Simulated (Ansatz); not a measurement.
OP, doublet, at a GFN2-xTB geometry. Base run: CAM-B3LYP/STO-3G in Ansatz (a first-principles code).

Geometry (Å):
```xyz
2

P      0.0000     0.0000    -0.5062
O      0.0000     0.0000     0.9490
```
Charge 0, spin multiplicity 2.
Orbitals are unrestricted.
All else is at Ansatz's defaults.
Base energy -411.53400 Eh.

Each row names what was changed in the base input (with any setting that the change needs).

```tsv
change	ΔE vs base (kcal/mol)
base	0.000
point_charge = charge:1.0 position_ang:1.6436, 1.1046, 3.3795	-7.92
final_grid = 6, 12, 29	0.002
final_grid = 14, 28, 59	0.000
nuclear_model = gaussian	0.104
lower_state_search = full	0.000
forces = on	0.000
final_grid = 4, 8, 17	0.059
lower_state_search = light	0.000
point_charge = charge:0.5 position_ang:-2.5934, -1.7868, -1.7727	0.422
fitting.mean_field = cc-pVTZ-JKFIT	-0.154
```
